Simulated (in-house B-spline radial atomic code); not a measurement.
S⁶⁺: [He] 2s2 2p6

All numbers are computed (non-relativistic r2SCAN, spin-polarised, spherical fractional occupations; point nucleus) with an all-electron radial atomic-structure program (B-spline basis), not measured.

Z_r = [3n² - l(l+1)]/(2<r>); Z_e = n√(-2ε); the last column is Slater's effective charge. Values are occupation-weighted means over spin.

```csv
shell,electrons,ε (eV),<r> (bohr),Z_r,Z_e,Slater
1s,2,-2517.3,0.09726,15.42,13.60,15.70
2s,2,-316.16,0.475,12.63,9.64,11.85
2p,6,-260.51,0.4356,11.48,8.75,11.85
```

The least bound orbital is 2p at -260.5 eV, while the most diffuse is 2s (<r> = 0.475 bohr against 0.4356 bohr): energy order and size order differ.
